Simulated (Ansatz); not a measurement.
A run for Ansatz (a quantum-chemistry and plane-wave program): R-CCSD(T)/cc-pV(T+d)Z on CH4 (SMILES C). The basis file is the Basis Set Exchange's JSON of that set.

Ansatz 0.2 input:
```yaml
crystal:
  periodic: [false, false, false]
  atoms:
    - {symbol: C, position_ang: [0.00000000, 0.00000000, -0.00000000]}
    - {symbol: H, position_ang: [0.62892441, 0.62892441, 0.62892441]}
    - {symbol: H, position_ang: [-0.62892441, -0.62892441, 0.62892441]}
    - {symbol: H, position_ang: [0.62892442, -0.62892442, -0.62892441]}
    - {symbol: H, position_ang: [-0.62892442, 0.62892442, -0.62892441]}
basis:
  gaussian:
    orbitals: cc-pV_T+d_Z.json
magnetization: {spin_polarized: false}
correlation: {method: ccsd_t, electrons: outside_noble_gas}
scf: {lower_state_search: off}
```

Output:

```
WARN ansatz: RAYON_NUM_THREADS=4 ignored (pool sized by the plan → 4); use --threads N
Functional definition: HF
these checks for a lower state are left out or cut short: stability, starts, cluster_reference, orbital_swaps, neighbouring_geometries, increment
integrals: 0.07 GiB planned
464 factors; integrals over basis functions are off by at most 8.8e-4 eV
mean field: 0.09 GiB planned
mean field evaluation 1: about -1093.1143 eV, gradient 2.2e1 eV
mean field evaluation 2: about -1093.1128 eV, gradient 2.2e1 eV
mean field evaluation 4: about -1094.2496 eV, gradient 1.5e0 eV
mean field evaluation 8: about -1094.2604 eV, gradient 1.7e-4 eV
mean field -1094.26038995 eV, -40.2133276145 hartree, gradient 1.7e-6 eV, S^2 0.000000; 0 other end points of the search recorded, 0 dependent functions left out
1 core orbitals not correlated
reference -1094.26038995 eV, -40.2133276145 hartree; 4, 4 occupied and 81, 81 virtual orbitals, 464 factors
second order -5.39595814 eV of doubles, -0.00000000 eV of singles
coupled cluster: 0.18 GiB planned
cycle   1  -5.78485814 eV  change   -3.9e-1 eV  update   4.2e-2
cycle   2  -5.92936889 eV  change   -1.4e-1 eV  update   1.2e-2
cycle   3  -5.94541967 eV  change   -1.6e-2 eV  update   3.6e-3
cycle   4  -5.94523180 eV  change    1.9e-4 eV  update   8.0e-4
cycle   5  -5.94534205 eV  change   -1.1e-4 eV  update   1.7e-4
cycle   6  -5.94534720 eV  change   -5.1e-6 eV  update   3.5e-5
cycle   7  -5.94536136 eV  change   -1.4e-5 eV  update   7.6e-6
cycle   8  -5.94536160 eV  change   -2.4e-7 eV  update   1.3e-6
perturbative correction -0.17099622 eV, -0.0062839952 hartree
Total energy: -1100.37674777 eV, -40.4380996185 hartree
Checks for a lower state left out: stability, starts, cluster_reference, orbital_swaps, neighbouring_geometries, increment
```

The run converged.

Cost: about 2.3 core-seconds (a rough figure).
